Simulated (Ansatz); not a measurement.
Reactions of `CN=C(C)F`.

Computed with Ansatz on PBE0-D4/def2-TZVP structures; ΔE is electronic, products minus reactants. CBS: MP2 limit from def2 TZ/QZ plus the TZ coupled-cluster correction, frozen cores. This one scheme is used for every species, atoms too. For atomizations the MP2-based limit and the directly extrapolated one differ by several kJ/mol either way, and by 10 to 25 for some Ge, Se and Sn compounds, so smaller differences from it don't rank the levels. Double bonds are as drawn, so ΔE can hold a change between cis and trans. DFT in def2-TZVPP. No spin–orbit coupling; open shells (•) take unrestricted orbitals. Spin–orbit coupling would lower the free atoms: a little for C, F. Elements past krypton have def2 core potentials. For I, In outer-core shells are correlated without core-valence functions, so the limit isn't a true one: a few kJ/mol of doubt a bond, and 10 to 20 or more in all where bonds break to atoms. Each species was taken in one conformer, which may not be the lowest.

```csv
reaction,ωB97X-V (kJ/mol),r2SCAN-D4 (kJ/mol)
`C/N=C(/C)F` → `C/C=N/CF`,44,49
`C/N=C(/C)F` + `CCCC(=O)O` → `CCCC(=O)OC` + `CC(=N)F`,21,23
`C/N=C(/C)F` + `CC1=CCCC1` → `CCC1=CCCC1` + `CC(=N)F`,-15,-12
`C/N=C(/C)F` → `CC(F)C=N`,28,35
`C/N=C(/C)F` + CH₃OH → `C/N=C(\F)OC` + CH₄,-19,-22
`C/N=C(/C)F` → `[CH2]` (triplet) + `CC(=N)F`,429,397
`C/N=C(/C)F` → `NC1(F)CC1`,44,54
`C/N=C(/C)F` → 3 C• + F• + 6 H• + N•,4407,4406
`C/N=C(/C)F` + `C[NH][In]([Cl])[Cl]` → `CC1=[N+](C)[In-]([Cl])([Cl])[N]1C` + H–F,-125,-126
`C/N=C(/C)F` + HI → `C/N=C(\F)I` + CH₄,41,34
```

**Question.** Give the CCSD(T)/CBS values in the same order. (An estimate is asked.)

**Answer.** The calculation gave: 40, 22, -18, 22, -9, 417, 52, 4385, -145, 36 kJ/mol.

Largest T1 diagnostic: 0.014, for `CC1=[N+](C)[In-]([Cl])([Cl])[N]1C`.
